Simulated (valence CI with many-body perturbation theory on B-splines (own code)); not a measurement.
**Tc³⁸⁺: calculated level list**

Computed by valence CI with perturbative core correlation (CI+MBPT): three valence electrons over a frozen Dirac-Fock core [He], radial functions for each j: 11 s, 11 p, 10 d, 8 f, 5 g, 2 h, with the one-electron correlation potential Σ1 (screened to all orders), the two-electron term Σ2, the three-electron term Σ3, Breit, model QED; selected single and double excitations, second order for the rest, scaled by the run's own slope (own B-spline code, finite nucleus).

The last digits are not significant, and no measured levels were compared; by estimate large intervals hold to a few tenths of a per cent, small ones and those within an open d or f shell to about a per cent.

Levels 136 to 180 of 205, with energies above the lowest level, (2s^2 2p1/2) J=1/2. "Leading %" is the weight of the configuration and term that name the level; weights of strongly mixed levels are sums over their largest components and can fall short. In the jj column 3d3/2^4 stands for four electrons in 3d with j = 3/2. Lifetimes count E1, E2, E3, M1 and M2 decay at the calculated energies, and are blank where another channel may lead or the interval is too uncertain; long ones can be off by a factor of two.

```
No.  Configuration  Term    J  E (eV)  Leading %  Second component  Lifetime              Leading jj
136         2s2p4s   ²P°  1/2  4312.5         84   16 % 2s2p4s ⁴P°   75.1 fs      2s 2p1/2 4s (96 %)
137         2s2p4p    ⁴D  3/2  4323.5         62    17 % 2s2p4p ²D   57.9 fs   2s 2p1/2 4p1/2 (91 %)
138         2s2p4p    ²D  3/2  4327.4         29    29 % 2s2p4p ⁴P   43.3 fs   2s 2p1/2 4p3/2 (95 %)
139         2s2p4p    ⁴P  1/2  4329.1         52    20 % 2s2p4p ²S   69.5 fs   2s 2p1/2 4p1/2 (96 %)
140         2s2p4d   ⁴F°  3/2  4338.2         63   13 % 2s2p4d ²D°   26.6 fs   2s 2p1/2 4d3/2 (99 %)
141         2s2p4p    ⁴D  5/2  4342.2         51    29 % 2s2p4p ²D    119 fs   2s 2p1/2 4p3/2 (96 %)
142         2s2p4p    ²P  1/2  4342.3         50    16 % 2s2p4p ⁴P   25.1 fs   2s 2p1/2 4p3/2 (95 %)
143         2s2p4p    ²D  3/2  4343.4         46    20 % 2s2p4p ⁴S   33.2 fs   2s 2p1/2 4p3/2 (96 %)
144         2s2p4d   ⁴F°  5/2  4344.6         31   31 % 2s2p4d ⁴D°   15.0 fs   2s 2p1/2 4d5/2 (96 %)
145         2s2p4f    ⁴G  5/2  4351.3         45    19 % 2s2p4f ⁴F   30.2 fs  2s 2p1/2 4f5/2 (100 %)
146         2s2p4d   ⁴F°  5/2  4352.9         36   25 % 2s2p4d ²D°   31.6 fs   2s 2p1/2 4d3/2 (87 %)
147         2s2p4f    ⁴F  7/2  4353.6         27    24 % 2s2p4f ⁴D   30.6 fs  2s 2p1/2 4f7/2 (100 %)
148         2s2p4d   ⁴D°  3/2  4355.7         30   22 % 2s2p4d ⁴P°   13.6 fs   2s 2p1/2 4d3/2 (88 %)
149         2s2p4d   ⁴D°  1/2  4356.4         64   29 % 2s2p4d ²P°   10.4 fs   2s 2p1/2 4d3/2 (96 %)
150         2s2p4d   ⁴F°  7/2  4359.3         44   28 % 2s2p4d ²F°   14.9 fs   2s 2p1/2 4d5/2 (96 %)
151         2s2p4d   ²D°  3/2  4361.9         44   37 % 2s2p4d ²P°   15.1 fs   2s 2p1/2 4d5/2 (87 %)
152         2s2p4d   ²F°  5/2  4362.2         53   22 % 2s2p4d ⁴P°   14.2 fs   2s 2p1/2 4d5/2 (91 %)
153         2s2p4f    ⁴G  7/2  4366.5         39    26 % 2s2p4f ²G   30.2 fs   2s 2p1/2 4f5/2 (96 %)
154         2s2p4f    ⁴F  3/2  4366.7         57    30 % 2s2p4f ²D   30.1 fs   2s 2p1/2 4f5/2 (96 %)
155         2s2p4f    ⁴G  5/2  4367.1         31    22 % 2s2p4f ⁴D   30.1 fs   2s 2p1/2 4f5/2 (92 %)
156         2s2p4f    ⁴G  9/2  4368.7         38    32 % 2s2p4f ⁴F   30.7 fs   2s 2p1/2 4f7/2 (96 %)
157         2s2p4f    ²F  5/2  4369.3         36    36 % 2s2p4f ²D   30.6 fs   2s 2p1/2 4f7/2 (92 %)
158         2s2p4f    ²G  7/2  4369.6         38    35 % 2s2p4f ⁴D   30.8 fs   2s 2p1/2 4f7/2 (96 %)
159         2s2p4s   ⁴P°  5/2  4428.0        100                     79.0 fs     2s 2p3/2 4s (100 %)
160         2s2p4s   ²P°  3/2  4432.6         83   17 % 2s2p4s ⁴P°   60.9 fs     2s 2p3/2 4s (100 %)
161          2p²4s    ⁴P  1/2  4442.7         51     24 % 2p²4s ²P   79.3 fs       2p1/2^2 4s (96 %)
162         2s2p4p    ⁴P  3/2  4446.2         45    25 % 2s2p4p ⁴S   64.3 fs  2s 2p3/2 4p1/2 (100 %)
163         2s2p4p    ⁴D  5/2  4447.2         38    38 % 2s2p4p ²D   43.5 fs   2s 2p3/2 4p1/2 (99 %)
164          2p²4p   ⁴D°  1/2  4456.5         43    38 % 2p²4p ²P°   33.6 fs    2p1/2^2 4p1/2 (96 %)
165         2s2p4p    ⁴D  7/2  4459.6        100                      129 fs  2s 2p3/2 4p3/2 (100 %)
166         2s2p4p    ²P  3/2  4461.3         53    31 % 2s2p4p ⁴S   33.9 fs  2s 2p3/2 4p3/2 (100 %)
167         2s2p4p    ⁴P  5/2  4464.4         50    48 % 2s2p4p ²D   39.4 fs   2s 2p3/2 4p3/2 (99 %)
168         2s2p4p    ²S  1/2  4466.3         55    28 % 2s2p4p ²P   27.3 fs   2s 2p3/2 4p3/2 (99 %)
169         2s2p4d   ⁴D°  5/2  4474.5         48   20 % 2s2p4d ⁴F°   13.6 fs   2s 2p3/2 4d3/2 (99 %)
170          2p²4p   ²P°  3/2  4474.9         26    22 % 2p²4p ⁴D°   32.1 fs    2p1/2^2 4p3/2 (92 %)
171         2s2p4d   ⁴F°  7/2  4475.1         48   40 % 2s2p4d ⁴D°   16.0 fs   2s 2p3/2 4d3/2 (74 %)
172         2s2p4d   ⁴P°  3/2  4475.4         47   40 % 2s2p4d ⁴D°   12.8 fs   2s 2p3/2 4d3/2 (96 %)
173         2s2p4d   ⁴P°  1/2  4475.9         87   12 % 2s2p4d ⁴D°   14.0 fs   2s 2p3/2 4d3/2 (98 %)
174         2s2p4d   ⁴F°  9/2  4475.9        100                     60.1 fs  2s 2p3/2 4d5/2 (100 %)
175         2s2p4s   ²P°  1/2  4480.6         89    5 % 2s2p4s ⁴P°   37.6 fs      2s 2p3/2 4s (91 %)
176         2s2p4d   ²D°  5/2  4480.7         46   27 % 2s2p4d ⁴P°   15.3 fs   2s 2p3/2 4d5/2 (99 %)
177         2s2p4s   ²P°  3/2  4481.1         59   11 % 2s2p4d ²D°   28.8 fs      2s 2p3/2 4s (68 %)
178         2s2p4d   ²P°  3/2  4483.3         27   26 % 2s2p4d ²D°   26.2 fs   2s 2p3/2 4d5/2 (72 %)
179         2s2p4d   ²F°  7/2  4483.4         73   26 % 2s2p4d ⁴D°   10.4 fs   2s 2p3/2 4d5/2 (74 %)
180          2p²4d    ⁴F  3/2  4485.2         36     22 % 2p²4d ²D   37.9 fs    2p1/2^2 4d3/2 (96 %)
```

Where two levels of one J and parity lie close, their mixing, g and order are uncertain.
